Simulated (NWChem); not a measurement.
CH4BeS2; SMILES C[S][Be][SH]

```xyz
8

Be     0.2680    -0.4459     0.0572
S     -0.2054    -2.2923     0.1116
H     -0.1985    -2.4043    -1.2374
S      0.7613     1.3865     0.0239
C     -0.8699     2.2237    -0.0099
H     -1.4468     1.9500    -0.9028
H     -0.6675     3.3025    -0.0423
H     -1.4533     2.0045     0.8938
```
Atoms are numbered in this order, from 1.

Program: NWChem. Pople sets run with spherical d functions. Geometry: optimised at PBE0/def2-SVP. GIAO values for the isolated, static molecule; σ is the absolute isotropic shielding, δ = σ(reference) − σ with the isolated reference molecule computed at the same levels (13C: tetramethylsilane, 1H: tetramethylsilane).

For level B3LYP/6-31G*:

```yaml
"σ Be1 (ppm)": 88.1
"δ H3 (ppm)": -0.07
"σ S4 (ppm)": 677.0
```

Estimate the same quantities for level PBE0/pcSseg-1.


- σ Be1 (ppm) = 82.7
- δ H3 (ppm) = 0.86
- σ S4 (ppm) = 649.3
